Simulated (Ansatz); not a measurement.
Basis-set extrapolation for C2H7BN2 (`NB1CNC1`) (PBE0-D4/def2-TZVP geometry, frozen core, Ansatz 0.2.0). Multiplicity 1, RHF reference.

```json
{"": "HF", "def2-TZVPP": "-213.482550", "def2-QZVPP": "-213.492647"}
{"": "MP2 correlation", "def2-TZVPP": "-0.855482", "def2-QZVPP": "-0.912975"}
{"": "CCSD(T) correlation", "def2-TZVPP": "-0.929843", "def2-QZVPP": "not run"}
```

Energies in hartree. Use E(X) = E(∞) + A·exp(−7.88·√X) for Hartree–Fock and E(X) = E(∞) + B·X^(−2.97) for correlation, with X = 3 and 4, and add CCSD(T) minus MP2 of the smaller set to the MP2 limit.

Problem. What is the CCSD(T) energy at the basis-set limit?

Solution. HF limit: -213.492647 + (-0.010097) × 0.13774 = -213.49404. MP2 limit: -0.912975 + (-0.057493) × 0.74074 = -0.95556. Higher-order term: -0.929843 − (-0.855482) = -0.07436. Total: -214.52396 hartree, 292.9 kJ/mol below CCSD(T)/def2-TZVPP.
